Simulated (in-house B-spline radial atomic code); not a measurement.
Atomic self-consistent-field run: the bromine ion Br⁶⁺. Method: scalar-relativistic (X2C) M06-2X, spin-polarised, spherical fractional occupations, exact exchange averaged over the configuration, Fermi nucleus of rms radius 4.1629 fm. Calculated with a radial B-spline atomic code at the basis-set limit.

Command:
```bash
python run_scf.py task.json out
```
Settings (nuclear radius in fm, mass in u):
```
Z                35
configuration    [Ar] 3d10 4s1
hamiltonian      x2c
method           m062x
spin_polarised   True
nucleus          fermi
rms_radius       4.1629
atomic_mass      78.91834
speed_of_light   137.035999084
exact_exchange   averaged over the configuration
```

Output (hartree, bohr):
```
 radial grid: 67 intervals, B-splines of order 8, outer radius 15.5224 bohr

 iter        energy (Eh)    residual
    1       -2596.833983    1.04e-01
    2       -2596.845612    8.10e-03
    3       -2596.845986    5.47e-03
    4       -2596.846145    3.73e-03
    5       -2596.846214    2.57e-03
    6       -2596.846244    1.79e-03
    7       -2596.846257    1.26e-03
    8       -2596.846264    9.87e-04
    9       -2596.846267    7.91e-04
   10       -2596.846268    6.38e-04
   11       -2596.846269    5.16e-04
   12       -2596.846269    4.19e-04
   13       -2596.846270    3.42e-04
   14       -2596.846270    2.79e-04
   15       -2596.846270    2.28e-04
   16       -2596.846270    1.87e-04
   17       -2596.846270    2.41e-05
   18       -2596.846270    1.12e-05
   19       -2596.846270    1.52e-06
   20       -2596.846270    1.50e-07

 total energy                     -2596.84627
 kinetic                            2662.8503
 electron-nucleus                  -6175.1180
 Hartree                            1006.0310
 exact exchange                      -47.9740
 exchange-correlation                -42.6355

 orbital      occ     eigenvalue          <r>       <r^2>       <1/r>       r_max
 1s up      1.000      -496.8495    0.0423549  0.00242728     36.4829     0.02741
 1s down    1.000      -496.8396    0.0423558  0.00242738     36.4823     0.02741
 2s up      1.000       -68.5561     0.189401   0.0423621     8.03361      0.1592
 2s down    1.000       -68.5420     0.189431   0.0423762     8.03229      0.1592
 2p up      3.000       -60.9462      0.16528    0.033465     7.74771       0.127
 2p down    3.000       -60.9405     0.165282   0.0334664     7.74772       0.127
 3s up      1.000       -12.6652     0.549971    0.347572     2.62559      0.4837
 3s down    1.000       -12.6377     0.550876    0.348879     2.62135      0.4842
 3p up      3.000       -10.2281     0.560863    0.367866     2.45914        0.48
 3p down    3.000       -10.2157       0.5608     0.36787     2.45988      0.4801
 3d up      5.000        -6.1324       0.5759    0.406036     2.18464      0.4275
 3d down    5.000        -6.1251     0.576525    0.407505     2.18413      0.4274
 4s up      1.000        -3.6418      1.44027     2.32555    0.928884       1.314
```

Run time, properties included: 3 s on 1 thread of AMD EPYC 9R45 96-Core Processor, with other jobs on the host.

One-electron X2C: radii and densities carry no picture-change correction, so inner-shell <1/r> comes out high (for 1s by about 2 % at Z = 33, 5 % at 54, 10 % at 75, 30 % at 118) and <r> low.
